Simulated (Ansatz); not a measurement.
This geometry of CH₃FSSi (7 atoms, charge 0, multiplicity 1) is a first-order saddle point.

All numbers below come from Ansatz 0.2.0, RKS PBE0-D4/def2-SVP.

```xyz
7
Properties=species:S:1:pos:R:3
F -1.084 -2.262 0.367
Si -0.769 -0.734 -0.063
C 0.697 0.027 0.359
S 1.311 1.638 0.026
H -1.866 -0.195 -0.886
H 1.404 -0.552 0.964
H 0.307 2.077 -0.766
```

(1) Which two structures does it join? (They come from a converged band through this point; their orientation in space is the band's.)

(2) How far does it lie above each of them?

Answers

(1) No bond is made or broken. The dihedral H6–C3–S4–H7 goes from 77 to -77°. The two ends are copies of one structure, up to a mirror image or an exchange of like atoms.

First end point:

```xyz
7
Properties=species:S:1:pos:R:3
F -1.060 -2.374 0.238
Si -0.827 -0.795 -0.019
C 0.615 0.037 0.342
S 0.537 1.795 0.177
H -2.071 -0.189 -0.527
H 1.523 -0.430 0.735
H 1.284 1.955 -0.946
```

Last end point:

```xyz
7
Properties=species:S:1:pos:R:3
F -1.185 -2.244 0.614
Si -0.837 -0.784 0.014
C 0.698 -0.050 0.094
S 0.868 1.446 -0.832
H -2.022 -0.237 -0.672
H 1.571 -0.478 0.596
H 0.908 2.345 0.186
```

(2) 3.0 kcal/mol above the first and 3.0 kcal/mol above the second. This is the barrier of this one path; another mechanism may lie lower.

Run time: 6.4 min on 1 thread of Arm Neoverse V2 (shared host), peak memory 0.15 GiB.
